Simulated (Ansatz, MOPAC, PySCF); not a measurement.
Complex: AsH3 (SMILES [AsH3]) (first 4 atoms) with HI (SMILES I); geometry from B3LYP-D3(BJ)/def2-TZVP.
(charge 0, multiplicity 1):
```xyz
6

As     0.0328     0.5840     0.3723
H     -0.7731     1.7791    -0.1156
H     -0.2260    -0.2164    -0.8959
H      1.3454     1.1482    -0.1517
I     -0.3916    -1.0699     4.3497
H     -0.2329    -0.4502     2.8538
```

Monomers are frozen at their geometry in the pair; levels with a basis set take the counterpoise correction. Rows marked so take none.

Rows in 3-21G carry no dispersion term and start afresh at each structure; the Pople sets are all-electron and without relativity. The state reached by PM3 isn't checked.

The values were computed with Ansatz (Gaussian basis) for Hartree–Fock, density functionals and correlated methods; MOPAC for PM3 (differences of heats of formation); PySCF for 3-21G rows.  In def2 rows elements past Kr take small-core potentials, without spin–orbit coupling.

Problem. One of these levels gives -1.70 kcal/mol for the interaction energy. Which one is it?
(A) PM3
(B) revPBE/def2-TZVPPD
(C) B3LYP/3-21G (no counterpoise)
(D) r2SCAN/def2-TZVPPD

Solution. D, r2SCAN/def2-TZVPPD. The others give -2.71 (PM3), -0.79 (revPBE/def2-TZVPPD), -2.33 (B3LYP/3-21G (no counterpoise))

Ansatz is a quantum-chemistry and plane-wave program.
